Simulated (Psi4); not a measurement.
Complex: COS (SMILES O=C=S) (first 3 atoms) with H2 (SMILES [H][H]); geometry from B3LYP-D3(BJ)/def2-TZVP.
(charge 0, multiplicity 1):
```tsv
atom	x (Å)	y (Å)	z (Å)
O	1.4289	0.6052	0.1111
C	0.3890	0.1732	-0.1469
S	-1.0172	-0.4111	-0.4946
H	0.4703	0.1933	3.0220
H	-0.2146	-0.0925	2.9660
```

All values below come from SAPT0/jun-cc-pV(D+d)Z run with Psi4.

Problem. Give the four SAPT terms and the total, and say what mostly holds the pair together.

Solution. electrostatics -20.6, exchange 34.9, induction -2.8, dispersion -19.3, total -7.7 meV; the largest attraction is electrostatics.
